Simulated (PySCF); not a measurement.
**Potential energy of TlSb along the bond**

Set-up: PySCF, scalar-relativistic core potentials, basis sets Tl def2-SVP with ECP60, Sb def2-SVP with ECP28. Energies in eV from Tl + Sb in their ground configurations at the same level. All curves are PBE0. state 1: ³Σ⁻ (triplet), unpaired electrons π ↑↑; state 2: Ms = 0 determinant of mixed spin (⟨S²⟩ near 1.0), unpaired electrons π ↑↓, a mixture of terms (⟨Lz²⟩ = 2.0), a second solution, started from another occupation; state 3: ³Π (triplet), unpaired electrons σ ↑, π ↑, a second solution, started from another occupation; state 4: Ms = 0 determinant of mixed spin (⟨S²⟩ near 1.0), unpaired electrons σ ↓, π ↑, a second solution, started from another occupation.

```json
{"R (Å)": "2.602", "state 1": "-1.035", "state 2": "-0.746", "state 3": "-1.089", "state 4": "-0.880"}
{"R (Å)": "2.723", "state 1": "-1.371", "state 2": "-1.081", "state 3": "-1.225", "state 4": "-1.005"}
{"R (Å)": "2.844", "state 1": "-1.551", "state 2": "-1.257", "state 3": "-1.247", "state 4": "-1.017"}
{"R (Å)": "2.934", "state 1": "-1.612", "state 2": "-1.316", "state 3": "-1.214", "state 4": "-0.978"}
{"R (Å)": "3.025", "state 1": "-1.626", "state 2": "-1.328", "state 3": "-1.153", "state 4": "-0.911"}
{"R (Å)": "3.116", "state 1": "-1.607", "state 2": "-1.305", "state 3": "-1.074", "state 4": "-0.826"}
{"R (Å)": "3.237", "state 1": "-1.541", "state 2": "-1.234", "state 3": "-0.951", "state 4": "-0.695"}
{"R (Å)": "3.388", "state 1": "-1.418", "state 2": "-1.103", "state 3": "-0.788", "state 4": "-0.518"}
{"R (Å)": "3.570", "state 1": "-1.237", "state 2": "-0.910", "state 3": "-0.606", "state 4": "-0.303"}
{"R (Å)": "3.812", "state 1": "-0.983", "state 2": "-0.630", "state 3": "-0.412", "state 4": "-0.044"}
```

Task: Put a parabola through the three lowest points of the state 1 curve and estimate Re, k and ωe (reduced mass 76.05 u; 1 eV/Å² = 0.16022 mdyn/Å; ωe = 1302.8·√(k/μ) cm⁻¹).

Result: Through R = 2.934, 3.025, 3.116 Å the second-order coefficient is 1.99 eV/Å², so Re ≈ 3.018 Å, k ≈ 0.638 mdyn/Å and ωe ≈ 119 cm⁻¹. A polynomial fit of higher order to the unrounded PBE0 energies gives Re = 3.014 Å, k = 0.694 mdyn/Å, ωe = 124 cm⁻¹; anharmonicity and rounding make the difference.

The higher-order fit for each curve: state 1: Re = 3.014 Å, ωe = 124 cm⁻¹, De = 1.63 eV; state 2: Re = 3.007 Å, ωe = 127 cm⁻¹, minimum 1.33 eV below the ground-state fragments; state 3: Re = 2.811 Å, ωe = 140 cm⁻¹, minimum 1.25 eV below the ground-state fragments; state 4: Re = 2.797 Å, ωe = 143 cm⁻¹, minimum 1.02 eV below the ground-state fragments.

Closed-shell solutions of metal pairs were not tested for spin polarisation, which can lower them a little. ⟨S²⟩ of the unrestricted solution departs from its pure value on part of the curve, where spin states mix. These are scalar-relativistic numbers at best; spin–orbit coupling would shift them, the dissociation energy most. The state was picked by a PBE0 search and need not be the measured ground state.
